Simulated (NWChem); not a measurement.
Correlation energy of FGe

```
Ge
F 1 1.7654
```
Charge 0, spin multiplicity 2.

All runs are NWChem calculations. Structure: optimised with UB3LYP/def2-SVP, a minimum by its harmonic frequencies.

Basis set: def2-SVP. Each correlation energy counts from its own Hartree-Fock reference.

```tsv
method	correlation energy (mHa)
CCSD(T) on ROHF	-391.2
CCSD(T) on UHF	-387.3
SCS-UMP2	-353.2
UMP2	-375.2
CCSD[T] on UHF	-389.1
CCSD[T] on ROHF	-393.1
CCSD on UHF	-378.4
CCSD on ROHF	-382.1
```

The values span 39.8 mHa, from CCSD[T] on ROHF (lowest) to SCS-UMP2 (highest). 

The Hamiltonian is non-relativistic. The correlated methods keep 10 core orbitals frozen. This spin state was chosen for the runs; another may lie lower. The structure started from a generated list of species. The unpaired electrons of the parent sit in orbitals of symmetry b2 (C2v labels of the run); other states weren't searched. No SCF solution was tested for a lower state. Open-shell Hartree-Fock references start from PBE0 orbitals. Coupled-cluster values serve here as a point of comparison, not as the truth.
